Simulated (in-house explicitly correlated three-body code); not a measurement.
Computed with an exponentially correlated three-body code. Model: two electrons around a point charge, non-relativistic, variational in 260 exponentially correlated functions (energies converged to about 1e-7 hartree, or 1e-8 relative for large Z).

For two electrons in a singlet the Kohn-Sham orbital is the square root of half the density, so the exact Kohn-Sham potential and energy parts follow from the density alone, and exchange is minus half the Hartree energy. The Kohn-Sham level equals minus the binding energy of the second electron.

Command:
```bash
python run_hyl.py task.json out
```
Settings (lengths in bohr, energies in hartree):
```
Z                      1.62
interaction_strength   1
functions              260
states_tried           13
```

Run time, properties included: 37 s on 1 thread of Intel(R) Xeon(R) Platinum 8375C CPU @ 2.90GHz (Ice Lake) (shared host).

**Those bound S and P states to n = 4 that converged, binding against the one-electron ion.**

Given: nuclear charge 1.62.

Computed: one-electron threshold -1.3122 hartree.

```tsv
term	energy (hartree)	binding (eV)	quantum defect
1 1S	-1.76492494	12.319	0.34843
2 3S	-1.3883462	2.072	0.41126
2 1S	-1.37309182	1.657	0.22337
2 3P	-1.36304961	1.3837	0.055836
2 1P	-1.36008791	1.3031	-0.0033819
3 3S	?	?	?
3 1S	-1.3369866	0.67448	0.21537
3 3P	-1.33444888	0.60542	0.060844
3 1P	?	?	?
4 3S	-1.32702924	0.40352	0.39988
4 1S	-1.32560167	0.36468	0.21298
4 3P	-1.32459639	0.33732	0.062422
4 1P	-1.32417734	0.32592	-0.0058671
```

Problem. What belongs in the row 3 3S?

Solution. energy (hartree): -1.3406838; binding (eV): 0.77508; quantum defect: 0.40237.

Problem. What belongs in the row 3 1P?

Solution. energy (hartree): -1.33348053; binding (eV): 0.57907; quantum defect: -0.0052837.

**Converged states only, values per electron or pair.**

```json
{"term": "1 1S", "mean r (bohr)": "1.2209", "mean r squared (bohr²)": "2.0904", "mean inverse r (1/bohr)": "1.3085", "mean r12 (bohr)": "1.8899", "mean inverse r12 (1/bohr)": "0.70973", "mean cosine": "-0.077669", "mean p1 dot p2 (bohr⁻²)": "0.11066", "delta r1 (bohr⁻³)": "0.88826", "delta r12 (bohr⁻³)": "0.041686"}
{"term": "2 3S", "mean r (bohr)": "3.5692", "mean r squared (bohr²)": "23.355", "mean inverse r (1/bohr)": "0.91587", "mean r12 (bohr)": "6.3165", "mean inverse r12 (1/bohr)": "0.19071", "mean cosine": "-0.016249", "mean p1 dot p2 (bohr⁻²)": "0.0039079", "delta r1 (bohr⁻³)": "0.69188", "delta r12 (bohr⁻³)": "-"}
{"term": "2 1S", "mean r (bohr)": "4.3381", "mean r squared (bohr²)": "35.586", "mean inverse r (1/bohr)": "0.89853", "mean r12 (bohr)": "7.8279", "mean inverse r12 (1/bohr)": "0.16505", "mean cosine": "-0.012863", "mean p1 dot p2 (bohr⁻²)": "0.0050992", "delta r1 (bohr⁻³)": "0.68788", "delta r12 (bohr⁻³)": "0.0023416"}
{"term": "2 3P", "mean r (bohr)": "?", "mean r squared (bohr²)": "?", "mean inverse r (1/bohr)": "?", "mean r12 (bohr)": "?", "mean inverse r12 (1/bohr)": "?", "mean cosine": "?", "mean p1 dot p2 (bohr⁻²)": "?", "delta r1 (bohr⁻³)": "?", "delta r12 (bohr⁻³)": "-"}
{"term": "2 1P", "mean r (bohr)": "?", "mean r squared (bohr²)": "?", "mean inverse r (1/bohr)": "?", "mean r12 (bohr)": "?", "mean inverse r12 (1/bohr)": "?", "mean cosine": "?", "mean p1 dot p2 (bohr⁻²)": "?", "delta r1 (bohr⁻³)": "?", "delta r12 (bohr⁻³)": "?"}
{"term": "3 3S", "mean r (bohr)": "8.6574", "mean r squared (bohr²)": "153.64", "mean inverse r (1/bohr)": "0.85205", "mean r12 (bohr)": "16.427", "mean inverse r12 (1/bohr)": "0.079267", "mean cosine": "-0.0039876", "mean p1 dot p2 (bohr⁻²)": "0.00092623", "delta r1 (bohr⁻³)": "0.68024", "delta r12 (bohr⁻³)": "-"}
{"term": "3 1S", "mean r (bohr)": "9.8773", "mean r squared (bohr²)": "201.9", "mean inverse r (1/bohr)": "0.84751", "mean r12 (bohr)": "18.86", "mean inverse r12 (1/bohr)": "0.071955", "mean cosine": "-0.0035732", "mean p1 dot p2 (bohr⁻²)": "0.0013451", "delta r1 (bohr⁻³)": "0.67961", "delta r12 (bohr⁻³)": "0.00062634"}
{"term": "3 3P", "mean r (bohr)": "10.083", "mean r squared (bohr²)": "214.62", "mean inverse r (1/bohr)": "0.84618", "mean r12 (bohr)": "19.275", "mean inverse r12 (1/bohr)": "0.072729", "mean cosine": "-0.0067821", "mean p1 dot p2 (bohr⁻²)": "-0.005677", "delta r1 (bohr⁻³)": "0.67529", "delta r12 (bohr⁻³)": "-"}
{"term": "3 1P", "mean r (bohr)": "10.59", "mean r squared (bohr²)": "236.68", "mean inverse r (1/bohr)": "0.84417", "mean r12 (bohr)": "20.283", "mean inverse r12 (1/bohr)": "0.06814", "mean cosine": "-0.0022187", "mean p1 dot p2 (bohr⁻²)": "0.0040028", "delta r1 (bohr⁻³)": "0.6767", "delta r12 (bohr⁻³)": "3.7999e-05"}
{"term": "4 3S", "mean r (bohr)": "16.164", "mean r squared (bohr²)": "556.09", "mean inverse r (1/bohr)": "0.83245", "mean r12 (bohr)": "31.422", "mean inverse r12 (1/bohr)": "0.043087", "mean cosine": "-0.0015276", "mean p1 dot p2 (bohr⁻²)": "0.0003514", "delta r1 (bohr⁻³)": "0.67799", "delta r12 (bohr⁻³)": "-"}
{"term": "4 1S", "mean r (bohr)": "17.837", "mean r squared (bohr²)": "679.74", "mean inverse r (1/bohr)": "0.83064", "mean r12 (bohr)": "34.764", "mean inverse r12 (1/bohr)": "0.040067", "mean cosine": "-0.0014505", "mean p1 dot p2 (bohr⁻²)": "0.00053754", "delta r1 (bohr⁻³)": "0.67782", "delta r12 (bohr⁻³)": "0.00025123"}
{"term": "4 3P", "mean r (bohr)": "18.394", "mean r squared (bohr²)": "731.14", "mean inverse r (1/bohr)": "0.83011", "mean r12 (bohr)": "35.881", "mean inverse r12 (1/bohr)": "0.040378", "mean cosine": "-0.0028253", "mean p1 dot p2 (bohr⁻²)": "-0.0023958", "delta r1 (bohr⁻³)": "0.67607", "delta r12 (bohr⁻³)": "-"}
{"term": "4 1P", "mean r (bohr)": "19.074", "mean r squared (bohr²)": "786.03", "mean inverse r (1/bohr)": "0.82925", "mean r12 (bohr)": "37.239", "mean inverse r12 (1/bohr)": "0.03842", "mean cosine": "-0.00091294", "mean p1 dot p2 (bohr⁻²)": "0.0017405", "delta r1 (bohr⁻³)": "0.67667", "delta r12 (bohr⁻³)": "1.6748e-05"}
```

Problem. What belongs in the row 2 3P?

Solution. mean r (bohr): 4.1935; mean r squared (bohr²): 34.413; mean inverse r (1/bohr): 0.89308; mean r12 (bohr): 7.5529; mean inverse r12 (1/bohr): 0.16748; mean cosine: -0.023143; mean p1 dot p2 (bohr⁻²): -0.018455; delta r1 (bohr⁻³): 0.67218.

Problem. What belongs in the row 2 1P?

Solution. mean r (bohr): 4.5229; mean r squared (bohr²): 40.055; mean inverse r (1/bohr): 0.88674; mean r12 (bohr): 8.1892; mean inverse r12 (1/bohr): 0.15287; mean cosine: -0.0081028; mean p1 dot p2 (bohr⁻²): 0.012216; delta r1 (bohr⁻³): 0.67674; delta r12 (bohr⁻³): 0.0001105.

**Functionals on the exact density and self-consistent, errors are functional minus exact, hybrids only self-consistent, a dash where a self-consistent run leaves the top level unbound.**

```json
{"result": "PW91", "exchange error (millihartree)": "3.1611", "correlation error (millihartree)": "-1.4038", "functional driven error (millihartree)": "1.7573", "density driven error (millihartree)": "-0.8595", "self consistent total error (millihartree)": "0.89781", "top level plus exact binding (eV)": "6.3054"}
{"result": "LDA VWN5", "exchange error (millihartree)": "106.69", "correlation error (millihartree)": "-59.726", "functional driven error (millihartree)": "46.962", "density driven error (millihartree)": "-1.4011", "self consistent total error (millihartree)": "45.561", "top level plus exact binding (eV)": "6.4507"}
{"result": "OLYP", "exchange error (millihartree)": "-3.2045", "correlation error (millihartree)": "0.46124", "functional driven error (millihartree)": "-2.7433", "density driven error (millihartree)": "-1.2617", "self consistent total error (millihartree)": "-4.005", "top level plus exact binding (eV)": "6.4014"}
{"result": "SCAN", "exchange error (millihartree)": "-5.7739", "correlation error (millihartree)": "5.0723", "functional driven error (millihartree)": "-0.70153", "density driven error (millihartree)": "-0.21274", "self consistent total error (millihartree)": "-0.91427", "top level plus exact binding (eV)": "5.8787"}
{"result": "HSE06", "exchange error (millihartree)": "-", "correlation error (millihartree)": "-", "functional driven error (millihartree)": "-", "density driven error (millihartree)": "-", "self consistent total error (millihartree)": "4.6371", "top level plus exact binding (eV)": "4.9549"}
{"result": "revTPSS", "exchange error (millihartree)": "?", "correlation error (millihartree)": "?", "functional driven error (millihartree)": "?", "density driven error (millihartree)": "?", "self consistent total error (millihartree)": "?", "top level plus exact binding (eV)": "?"}
{"result": "PBE0", "exchange error (millihartree)": "-", "correlation error (millihartree)": "-", "functional driven error (millihartree)": "-", "density driven error (millihartree)": "-", "self consistent total error (millihartree)": "?", "top level plus exact binding (eV)": "?"}
{"result": "BLYP", "exchange error (millihartree)": "-3.2694", "correlation error (millihartree)": "0.46124", "functional driven error (millihartree)": "-2.8082", "density driven error (millihartree)": "-1.1827", "self consistent total error (millihartree)": "-3.9909", "top level plus exact binding (eV)": "6.3034"}
{"result": "r2SCAN0", "exchange error (millihartree)": "-", "correlation error (millihartree)": "-", "functional driven error (millihartree)": "-", "density driven error (millihartree)": "-", "self consistent total error (millihartree)": "0.69125", "top level plus exact binding (eV)": "4.194"}
{"result": "wB97X", "exchange error (millihartree)": "-", "correlation error (millihartree)": "-", "functional driven error (millihartree)": "-", "density driven error (millihartree)": "-", "self consistent total error (millihartree)": "-1.7511", "top level plus exact binding (eV)": "1.7864"}
```

Problem. What belongs in the row revTPSS?

Solution. exchange error (millihartree): -4.8489; correlation error (millihartree): -2.8672; functional driven error (millihartree): -7.7161; density driven error (millihartree): -0.14383; self consistent total error (millihartree): -7.8599; top level plus exact binding (eV): 5.9126.

Problem. What belongs in the row PBE0?

Solution. self consistent total error (millihartree): 5.6012; top level plus exact binding (eV): 4.5512.

**Density and exact potentials over r, pair density (one pair, times 4 pi r12^2) and exact minus Kohn-Sham pair density over r12.**

```csv
radius (bohr),radial density (electrons/bohr),exchange potential (hartree),intracule density (1/bohr),Coulomb hole against Kohn-Sham (1/bohr),correlation potential (hartree)
0.145,0.29512,-1.2774,0.012234,-0.01063,-0.049
0.17,0.37494,-1.2673,0.016996,-0.01411,-0.044
0.199,0.46914,-1.2544,0.023519,-0.0185,-0.039
0.234,0.5817,-1.2375,0.032795,-0.02418,-0.033
0.275,0.70782,-1.2161,0.04554,-0.03111,-0.026
0.323,0.84308,-1.1894,0.062867,-0.03926,-0.017
0.379,0.97981,-1.1569,0.086007,-0.0483,-0.008
0.445,1.1091,-1.1174,0.11664,-0.05766,0.001
0.523,?,?,?,?,?
0.614,1.2913,-1.0158,0.20505,-0.0718,0.02
0.721,1.3163,-0.95407,0.26266,-0.07243,0.027
0.846,1.2844,-0.88621,0.32568,-0.06582,0.032
0.994,1.1926,-0.81264,0.38862,-0.05053,0.033
1.17,1.0458,-0.73492,0.44147,-0.02714,0.031
1.37,0.86669,-0.65864,0.47017,-0.0006859,0.026
1.61,?,?,?,?,?
1.89,0.47444,-0.50902,0.42059,0.0387,0.014
2.22,0.3073,-0.4411,0.34095,0.0406,0.008
2.61,0.17802,-0.37925,0.2423,0.03128,0.005
3.06,0.091859,-0.32535,0.14902,0.01765,0.002
3.59,0.040815,-0.27809,0.076717,0.006334,0.001
4.22,0.015054,-0.23684,0.031796,0.00044,0
```

Problem. What belongs in the row 0.523?

Solution. radial density (electrons/bohr): 1.2182; exchange potential (hartree): -1.0702; intracule density (1/bohr): 0.15626; Coulomb hole against Kohn-Sham (1/bohr): -0.06613; correlation potential (hartree): 0.011.

Problem. What belongs in the row 1.61?

Solution. radial density (electrons/bohr): 0.66683; exchange potential (hartree): -0.58187; intracule density (1/bohr): 0.46526; Coulomb hole against Kohn-Sham (1/bohr): 0.02378; correlation potential (hartree): 0.02.

The density-driven part is never positive, since each functional's own density lowers its energy. Here it is small in itself (median 1 millihartree), and only looks large beside functional-driven errors that cancel.
